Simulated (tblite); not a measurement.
Species: C₅H₁₁O₂ (doublet state).
Structure used (GFN2-xTB), in Å, numbered top down from 1:
```xyz
18
C5H11O2 angstrom
C      2.5686    0.5303   -0.7738
O      1.8799    1.0275    0.2967
C      1.3376    0.0684    1.1642
O      0.3589   -0.7311    0.6001
C     -0.9372   -0.1468    0.4634
C     -1.9060   -1.3023    0.2375
C     -1.0007    0.8628   -0.6812
H      2.4801   -0.5143   -1.0069
H      2.7875    1.2645   -1.5228
H      2.1258   -0.6239    1.4983
H      0.9498    0.6419    2.0209
H     -1.1851    0.3634    1.4098
H     -1.8305   -2.0156    1.0536
H     -2.9247   -0.9297    0.1810
H     -1.6586   -1.8107   -0.6903
H     -0.7143    0.3809   -1.6132
H     -0.3262    1.6954   -0.4980
H     -2.0135    1.2457   -0.7759
```

Level: GFN2-xTB in tblite, geometry and Hessian alike; calculated harmonic values, unscaled, isolated species. This tight-binding method is rough: wavenumbers can miss measured ones by several per cent, in bad cases by 10 to 20. One conformer, not necessarily the lowest. Open shells enter through the occupations alone, without spin polarisation, and single modes of such species can be off by tens of per cent.

Harmonic wavenumbers (cm⁻¹): 46.1, 77.3, 138.4, 177.1, 219.2, 229.6, 284.2, 313.2, 353.7, 433.1, 480.1, 493.8, 606.5, 835.7, 929.4, 940.7, 950.1, 971.3, 1037.7, 1069.4, 1114.6, 1140.3, 1169.8, 1181.0, 1225.7, 1286.2, 1316.7, 1330.0, 1342.1, 1362.4, 1394.1, 1407.0, 1432.0, 1472.8, 1485.1, 1488.4, 1499.9, 2827.6, 2869.9, 2877.6, 3039.2, 3041.1, 3047.0, 3049.4, 3050.0, 3052.8, 3111.2, 3178.2.

A = 4978, B = 1630, C = 1442 MHz; mass 103.076 u (most abundant isotopes); point group C1, symmetry number 1; spin multiplicity 2.

Zero-point energy?

Half the sum of the wavenumbers: 33189 cm⁻¹ = 94.89 kcal/mol.

What is S at 298.15 K and 1 bar for an ideal gas of classical rigid rotors and harmonic oscillators?

Translation 39.83, rotation 27.71, vibration 25.90, spin (R ln 2) 1.38: S = 94.8 cal/(mol K).

And Cp and H(298.15 K) − H(0)?

Cp = 34.62 cal/(mol K), of which vibrations give 26.67 (their classical limit is 48 R = 95.4); H(298.15 K) − H(0) = 6.47 kcal/mol without the zero-point energy, 4.10 from vibrations.

How do the functions run with temperature in this model?

| T (K) | S (cal/(mol K)) | Cp (cal/(mol K)) | H − H(0) (kcal/mol) | G − H(0) (kcal/mol) | ln q(vib) |
| --- | --- | --- | --- | --- | --- |
| 100 | 67.6 | 17.8 | 1.24 | -5.52 | 1.47 |
| 200 | 82.7 | 26.5 | 3.47 | -13.07 | 3.81 |
| 300 | 95.0 | 34.8 | 6.53 | -21.98 | 6.16 |
| 500 | 116.8 | 51.2 | 15.18 | -43.20 | 10.73 |
| 800 | 144.8 | 68.2 | 33.29 | -82.57 | 17.31 |
| 1000 | 160.9 | 75.8 | 47.73 | -113.17 | 21.43 |

q(vib) and H(0) count from the zero-point level.

Which modes carry the vibrational entropy at 298.15 K?

46.1 cm⁻¹: 4.98; 77.3 cm⁻¹: 3.96; 138.4 cm⁻¹: 2.83; 177.1 cm⁻¹: 2.36; 219.2 cm⁻¹: 1.97; 229.6 cm⁻¹: 1.88 cal/(mol K); the other 42 give 7.93 together.

Hindered rotation and anharmonicity are outside this model. Other conformers, if any are populated, would add a mixing term that is left out. The structure is chiral; the term R ln 2 for an equal mix with its mirror image is left out.
